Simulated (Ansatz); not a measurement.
`C[SiH2][SbH][SH]` + `BNC` → `BN(C)[SiH2]C` + `[SH][SbH2]` at 298.15 K and 1 bar (cleavage of the Si–Sb bond).

Gas-phase electronic energies from Ansatz, PBE0-D4/def2-TZVP geometries. CCSD(T)/CBS adds triple-zeta CCSD(T) − MP2 to the extrapolated MP2 energy (def2 sets, frozen cores). def2 core potentials past Kr. For Sb outer-core shells are correlated without core-valence functions, which leaves a few kJ/mol of doubt a bond. One conformer a species, not always the lowest.

| species | CCSD(T)/CBS energy (Eh) | H − E (kJ/mol) | S (J/(mol·K)) |
| --- | --- | --- | --- |
| `C[SiH2][SbH][SH]` | -969.16540 | 208.7 | 387.3 |
| `BNC` | -121.18426 | 215.2 | 268.0 |
| `BN(C)[SiH2]C` | -450.75646 | 340.0 | 360.9 |
| `[SH][SbH2]` | -639.59431 | 73.5 | 292.6 |

H − E and S are ideal-gas, rigid-rotor, harmonic terms from PBE0-D4/def2-TZVP, for one conformer and one mirror image of each species. 1 Eh = 2625.50 kJ/mol, R = 8.31446 J/(mol·K).

Question: By hand: ΔE, ΔH, ΔS and ΔG.

Answer: ΔE = (-450.75646) + (-639.59431) − (-969.16540) − (-121.18426) = -0.00111 Eh = -2.9 kJ/mol. Δ(H − E) = 340.0 + 73.5 − 208.7 − 215.2 = -10.4, so ΔH = -13.3 kJ/mol. ΔS = 360.9 + 292.6 − 387.3 − 268.0 = -1.8 J/(mol·K). ΔG = -13.3 − 298.15 × (-1.8)/1000 = -12.8 kJ/mol.

Question: By hand: the equilibrium constant, and the temperature at which ΔG would vanish if ΔH and ΔS stayed fixed.

Answer: log₁₀ K = −ΔG/(RT ln 10) = 2.2. ΔG = 0 at ΔH/ΔS = 7389 K, far beyond where these terms or the molecules hold.

The number of gas molecules stays the same, so ΔS is small and ΔH decides. A doubt of 5 kJ/mol in ΔE shifts log₁₀ K by 0.9 here. Other conformers and mirror images would add mixing entropy, several J/(mol·K) or more a flexible species. Modes under 60 cm⁻¹, often nearly free rotors, make the harmonic entropy too high. These are equilibria of isolated gas molecules and say nothing of rates. Largest T1 diagnostic: 0.013 (customary marks: 0.02 for closed shells, 0.045 for open ones).
